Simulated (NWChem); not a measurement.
System: C₄H₅F; SMILES C1=C(CC1)F

NWChem input:

```
start job
memory heap 200 mb stack 900 mb global 1100 mb
geometry units angstroms noautosym nocenter noautoz
  F     -0.013480    -1.834493     0.000000
  C      0.058409    -0.518010     0.000000
  C      1.072772     0.351887     0.000000
  C      0.110261     1.523086     0.000000
  C     -1.052089     0.480590     0.000000
  H      2.159779     0.269721     0.000000
  H      0.139436     2.163640    -0.896321
  H      0.139436     2.163640     0.896321
  H     -1.691668     0.489940    -0.897187
  H     -1.691668     0.489940     0.897187
end
basis spherical
  * library 6-31g*
end
dft
  xc b3lyp
  iterations 150
end
cosmo
  do_cosmo_smd true
  solvent cychexon
end
task dft energy
```

NWChem printed, in part:

```
             Northwest Computational Chemistry Package (NWChem) 7.3.0
             --------------------------------------------------------

                             Geometry "geometry" -> ""
                             -------------------------

 Output coordinates in angstroms (scale by  1.889725989 to convert to a.u.)

  No.       Tag          Charge          X              Y              Z
 ---- ---------------- ---------- -------------- -------------- --------------
    1 F                    9.0000    -0.01348000    -1.83449300     0.00000000
    2 C                    6.0000     0.05840900    -0.51801000     0.00000000
    3 C                    6.0000     1.07277200     0.35188700     0.00000000
    4 C                    6.0000     0.11026100     1.52308600     0.00000000
    5 C                    6.0000    -1.05208900     0.48059000     0.00000000
    6 H                    1.0000     2.15977900     0.26972100     0.00000000
    7 H                    1.0000     0.13943600     2.16364000    -0.89632100
    8 H                    1.0000     0.13943600     2.16364000     0.89632100
    9 H                    1.0000    -1.69166800     0.48994000    -0.89718700
   10 H                    1.0000    -1.69166800     0.48994000     0.89718700

 Effective nuclear repulsion energy (a.u.)     166.2105342675

                                 NWChem DFT Module
                                 -----------------

 Summary of "ao basis" -> "ao basis" (spherical)
 ------------------------------------------------------------------------------
       Tag                 Description            Shells   Functions and Types
 ---------------- ------------------------------  ------  ---------------------
 F                           6-31g*                  6       14   3s2p1d
 C                           6-31g*                  6       14   3s2p1d
 H                           6-31g*                  2        2   2s

 in cosmo_initialize ...
 calling solv_data for solv:cychexon

 solvent parameters
 solvname_short: cychexon
 solvname_long:  cyclohexanone
 dielec:       15.6190
 dielecinf:     2.1045
 nonaqueous SMD model solvent descriptors
 dielec:       15.6190
 sola:          0.0000
 solb:          0.5600
 solc:          0.0000
 solg:         49.7600
 solh:          0.0000
 soln:          1.4507

          ---------------
          -cosmo- solvent
          ---------------
 Cosmo: York-Karplus, doi: 10.1021/jp992097l
 dielectric constant -eps-     =  15.62
 screen = (eps-1)/(eps    )    =   0.93598
 surface charge correction     = lagrangian

   van der Waals surface
 --------------------------

 ---------- ATOMIC COORDINATES (A.U.) ------------ VDWR(ANG.) --
     1   -0.02547351   -3.46668910    0.00000000     1.730
     2    0.11037701   -0.97889696    0.00000000     1.850
     3    2.02724513    0.66497001    0.00000000     1.850
     4    0.20836308    2.87821520    0.00000000     1.850
     5   -1.98815993    0.90818341    0.00000000     1.850
     6    4.08139051    0.50969878    0.00000000     1.200
     7    0.26349583    4.08868674   -1.69380109     1.200
     8    0.26349583    4.08868674    1.69380109     1.200
     9   -3.19678898    0.92585235   -1.69543759     1.200
    10   -3.19678898    0.92585235    1.69543759     1.200
 number of segments per atom =        128
 number of   points per atom =        128
 atom (   nspa,  nppa )
 ----------------------
    1 (     92,     0 )       0
    2 (     30,     0 )       0
    3 (     50,     0 )       0
    4 (     50,     0 )       0
    5 (     54,     0 )       0
    6 (     54,     0 )       0
    7 (     57,     0 )       0
    8 (     57,     0 )       0
    9 (     56,     0 )       0
   10 (     56,     0 )       0
 number of -cosmo- surface points =      556
 molecular surface =    104.291 angstrom**2
 molecular volume  =     83.698 angstrom**3
 -lineq- algorithm             =   0
 -bem- low  level              =   3
 -bem- from -octahedral-
 gaussian surface charge width =   4.50000
 degree of switching           =   1.00000
 switching function tolerance  =   0.00010
 atomic radii =
 --------------
    1  9.000  1.730
    2  6.000  1.850
    3  6.000  1.850
    4  6.000  1.850
    5  6.000  1.850
    6  1.000  1.200
    7  1.000  1.200
    8  1.000  1.200
    9  1.000  1.200
   10  1.000  1.200
 ...... end of -cosmo- initialization ......

 nat:                    10
 ixmem:                  5529
 calling mnsol_interface()
 G(SMD-CDS) energy (kcal/mol)  =    -0.595
 SMD-CDS SASA (angstrom**2)    =   128.977

            General Information
            -------------------
          SCF calculation type: DFT
          Wavefunction type:  closed shell.
          No. of atoms     :    10
          No. of electrons :    38
           Alpha electrons :    19
            Beta electrons :    19
          Charge           :     0
          Spin multiplicity:     1
          Use of symmetry is: off; symmetry adaption is: off
          Maximum number of iterations: 150
          AO basis - number of functions:    80
                     number of shells:    40
          Convergence on energy requested:  1.00D-06
          Convergence on density requested:  1.00D-05
          Convergence on gradient requested:  5.00D-04

              XC Information
              --------------
                         B3LYP Method XC Potential
                     Hartree-Fock (Exact) Exchange  0.200
                        Slater Exchange Functional  0.800 local
                    Becke 1988 Exchange Functional  0.720 non-local
              Lee-Yang-Parr Correlation Functional  0.810
                  VWN I RPA Correlation Functional  0.190 local

             Grid Information
             ----------------
          Grid used for XC integration:  medium
          Radial quadrature: Mura-Knowles
          Angular quadrature: Lebedev.
          Tag              B.-S. Rad. Rad. Pts. Rad. Cut. Ang. Pts.
          ---              ---------- --------- --------- ---------
          F                   0.50       49          10.0       434
          C                   0.70       49           9.0       434
          H                   0.35       45          10.0       434
          Grid pruning is: on
          Number of quadrature shells:   470
          Spatial weights used:  Erf1

      Superposition of Atomic Density Guess
      -------------------------------------

 Sum of atomic energies:        -252.50451131

      Non-variational initial energy
      ------------------------------

 Total energy =    -255.506396
 1-e energy   =    -673.566605
 2-e energy   =     251.849674
 HOMO         =      -0.249856
 LUMO         =       0.078820

   convergence    iter        energy       DeltaE   RMS-Dens  Diis-err
 ---------------- ----- ----------------- --------- --------- ---------
     COSMO gas phase
 d= 0,ls=0.0,diis     1   -255.1380525452 -4.21D+02  1.18D-02  5.80D-01
 d= 0,ls=0.0,diis     2   -255.1450245546 -6.97D-03  6.60D-03  6.01D-01
 d= 0,ls=0.0,diis     3   -255.1984519828 -5.34D-02  2.35D-03  6.93D-02
 d= 0,ls=0.0,diis     4   -255.2054787904 -7.03D-03  8.96D-04  7.23D-03
 d= 0,ls=0.0,diis     5   -255.2063578510 -8.79D-04  2.01D-04  6.83D-04
  Resetting Diis
 d= 0,ls=0.0,diis     6   -255.2064188703 -6.10D-05  5.54D-05  1.93D-05
 d= 0,ls=0.0,diis     7   -255.2064211262 -2.26D-06  2.06D-05  1.18D-06
 d= 0,ls=0.0,diis     8   -255.2064210789  4.74D-08  1.12D-05  1.67D-06
 d= 0,ls=0.0,diis     9   -255.2064212585 -1.80D-07  1.46D-06  2.16D-08

   convergence    iter        energy       DeltaE   RMS-Dens  Diis-err
 ---------------- ----- ----------------- --------- --------- ---------
     COSMO solvation phase
 d= 0,ls=0.0,diis     1   -255.2098494085 -3.43D-03  1.17D-03  8.53D-04
 d= 0,ls=0.0,diis     2   -255.2100991280 -2.50D-04  2.62D-04  4.23D-04
 d= 0,ls=0.0,diis     3   -255.2101332288 -3.41D-05  7.85D-05  8.64D-05
 d= 0,ls=0.0,diis     4   -255.2101394516 -6.22D-06  3.44D-05  1.09D-05
 d= 0,ls=0.0,diis     5   -255.2101406569 -1.21D-06  7.39D-06  6.91D-07
 d= 0,ls=0.0,diis     6   -255.2101407372 -8.03D-08  2.03D-06  6.80D-08

         Total DFT energy =     -255.210140737220
      One electron energy =     -677.168639079030
           Coulomb energy =      289.710176261765
    Exchange-Corr. energy =      -34.070389571652
 Nuclear repulsion energy =      166.210534267533

             COSMO energy =        0.108177384164

 Numeric. integr. density =       38.000013079523

                                COSMO-SMD solvation results
                                ---------------------------

             internal energy in gas <Psi(g)|H|Psi(g)> =      -255.206421258452
         internal energy in solvent <Psi(s)|H|Psi(s)> =      -255.206078387247
                               delta internal energy  =         0.000342871205 (    0.22 kcal/mol)
   total free energy in solvent <Psi(s)|H+V/2|Psi(s)> =      -255.209192255940
 polarization energy contribution <Psi(s)|V/2|Psi(s)> =        -0.003113868693 (   -1.95 kcal/mol)
    total free energy in solvent including G(SMD-CDS) =      -255.210140737220
                       G(SMD-CDS) energy contribution =        -0.000948481280 (   -0.60 kcal/mol)
     1 M fixed-concentration free energy of solvation =        -0.003719478767 (   -2.33 kcal/mol)

                       DFT Final Molecular Orbital Analysis
                       ------------------------------------

 Vector   17  Occ=2.000000D+00  E=-3.424747D-01
              MO Center= -3.4D-01,  5.2D-01,  2.8D-12, r^2= 2.4D+00
   Bfn.  Coefficient  Atom+Function         Bfn.  Coefficient  Atom+Function
  ----- ------------  ---------------      ----- ------------  ---------------
    60      0.378944   5 C  py               45     -0.314406   4 C  px
     3     -0.240324   1 F  px               64      0.204706   5 C  py
    46     -0.188592   4 C  py                7     -0.166605   1 F  px
    49     -0.166623   4 C  px               17      0.157900   2 C  px
     4      0.119088   1 F  py               59      0.112900   5 C  px

 Vector   18  Occ=2.000000D+00  E=-3.345827D-01
              MO Center=  1.4D-02,  2.3D-01, -2.3D-09, r^2= 2.8D+00
   Bfn.  Coefficient  Atom+Function         Bfn.  Coefficient  Atom+Function
  ----- ------------  ---------------      ----- ------------  ---------------
    59      0.322837   5 C  px               31      0.289368   3 C  px
    17     -0.260883   2 C  px               45     -0.224690   4 C  px
     3      0.214675   1 F  px               63      0.212061   5 C  px
    72      0.206631   6 H  s                62      0.204609   5 C  s
    71      0.172152   6 H  s                 7      0.153161   1 F  px

 Vector   19  Occ=2.000000D+00  E=-2.399014D-01
              MO Center=  4.4D-01,  3.5D-02, -3.2D-10, r^2= 2.3D+00
   Bfn.  Coefficient  Atom+Function         Bfn.  Coefficient  Atom+Function
  ----- ------------  ---------------      ----- ------------  ---------------
    33      0.398158   3 C  pz               19      0.365222   2 C  pz
    37      0.316829   3 C  pz                5     -0.236951   1 F  pz
    23      0.205581   2 C  pz                9     -0.190042   1 F  pz
    74      0.129885   7 H  s                76     -0.129885   8 H  s
    78      0.118774   9 H  s                80     -0.118774  10 H  s

 Vector   20  Occ=0.000000D+00  E= 3.338660D-02
              MO Center=  3.8D-01, -3.9D-02, -9.0D-10, r^2= 2.3D+00
   Bfn.  Coefficient  Atom+Function         Bfn.  Coefficient  Atom+Function
  ----- ------------  ---------------      ----- ------------  ---------------
    37      0.580441   3 C  pz               23     -0.525372   2 C  pz
    19     -0.488268   2 C  pz               33      0.406470   3 C  pz
    78     -0.306490   9 H  s                80      0.306490  10 H  s
     5      0.186694   1 F  pz                9      0.180374   1 F  pz
    65     -0.175950   5 C  pz               74      0.121591   7 H  s

 Vector   21  Occ=0.000000D+00  E= 1.141270D-01
              MO Center= -5.8D-01,  1.3D+00, -7.5D-09, r^2= 4.8D+00
   Bfn.  Coefficient  Atom+Function         Bfn.  Coefficient  Atom+Function
  ----- ------------  ---------------      ----- ------------  ---------------
    48      1.685769   4 C  s                62      1.222644   5 C  s
    74     -0.939371   7 H  s                76     -0.939371   8 H  s
    78     -0.860975   9 H  s                80     -0.860975  10 H  s
    63     -0.489515   5 C  px               50      0.341475   4 C  py
    72     -0.333991   6 H  s                36     -0.275863   3 C  py

 Vector   22  Occ=0.000000D+00  E= 1.443699D-01
              MO Center= -6.2D-01,  1.3D+00,  1.9D-08, r^2= 4.4D+00
   Bfn.  Coefficient  Atom+Function         Bfn.  Coefficient  Atom+Function
  ----- ------------  ---------------      ----- ------------  ---------------
    74      1.044065   7 H  s                76     -1.044065   8 H  s
    78      0.918779   9 H  s                80     -0.918779  10 H  s
    51      0.852422   4 C  pz               65      0.731735   5 C  pz
    47      0.308542   4 C  pz               61      0.292387   5 C  pz
    23     -0.237462   2 C  pz               37     -0.155909   3 C  pz

     Multipole analysis of the density
     ---------------------------------

     L   x y z        total         alpha         beta         nuclear
     -   - - -        -----         -----         ----         -------
     0   0 0 0     -0.000000    -19.000000    -19.000000     38.000000

     1   1 0 0     -0.120073     -0.126284     -0.126284      0.132494
     1   0 1 0      0.572138      0.199367      0.199367      0.173405
     1   0 0 1     -0.000000     -0.000000     -0.000000      0.000000

     2   2 0 0    -19.924627    -52.937300    -52.937300     85.949974
     2   1 1 0     -0.061869      0.311611      0.311611     -0.685091
     2   1 0 1      0.000000      0.000000      0.000000      0.000000
     2   0 2 0    -22.698437   -114.662409   -114.662409    206.626381
     2   0 1 1      0.000000      0.000000      0.000000      0.000000
     2   0 0 2    -21.352959    -16.419950    -16.419950     11.486941
```

Level: B3LYP/6-31G* (spherical d), SMD on the gas-phase geometry. Coordinates come from a PBE0/def2-SVP optimisation. Solvent: cyclohexanone.
